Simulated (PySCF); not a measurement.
# A computed series [M(NH2)4]−

Computed with PySCF 2.14.0, PBE0, def2-SVP on the ligands, density fitting, scalar-relativistic core potentials, no spin-orbit coupling, vacuum. Each member is relaxed from one template within its symmetry. Distances are means of the shortest metal–ligand contacts, charges and spins Mulliken's; removal energies are rigid, with the ligand's formal charge and no counterpoise, so too large; for an anion taken off a cation in vacuum most of it is the attraction of opposite charges, and multiply charged cations can part far more cheaply with an electron moved from ligand to metal. lcecp potentials hold a fixed number of 4f electrons in the core, out of states, spins and gaps.

```tsv
metal	basis on the metal	point group	M–NH2 (Å)	charge on M (e)	removal of one NH2 (eV)	strongest infrared band, degenerate modes summed (cm⁻¹)	unstable modes (below −25 cm⁻¹)
Nd	lcecp-1-SVP with ECP49	S4	2.320	0.66	5.02	447	0
```

Problem. Order these by the M–NH2 distance, lowest first.
A. Tl, def2-SVP with ECP60
B. La, def2-SVP with ECP46
C. Dy, lcecp-1-SVP with ECP55
D. Eu, lcecp-1-SVP with ECP52
E. Tm, lcecp-1-SVP with ECP58

Solution. E (2.217), A (2.233), C (2.253), D (2.292), B (2.400).

Problem. What else do they give?

Solution. 
```tsv
metal	basis on the metal	point group	M–NH2 (Å)	charge on M (e)	removal of one NH2 (eV)	strongest infrared band, degenerate modes summed (cm⁻¹)	unstable modes (below −25 cm⁻¹)
La	def2-SVP with ECP46	S4	2.400	0.68	4.95	–	not given
Eu	lcecp-1-SVP with ECP52	S4	2.292	0.65	5.16	452	0
Dy	lcecp-1-SVP with ECP55	S4	2.253	0.62	5.25	–	not given
Tm	lcecp-1-SVP with ECP58	S4	2.217	0.60	5.33	469	0
Tl	def2-SVP with ECP60	D2d	2.233	0.29	4.79	649	0 (lowest -23 cm⁻¹, within noise)
```

From Nd to Tm the M–NH2 distance shrinks by 0.10 Å, the lanthanide contraction, and the energy to remove one NH2 rises by 0.31 eV.

Members with unstable modes aren't minima as they stand: saddle points kept by symmetry or, where the modes are soft, flat surfaces and noise. Moved off a saddle point of the template and relaxed again: La, Nd, Eu, Dy, Tm. One start shape was tried for each, so a minimum needn't be the lowest isomer.
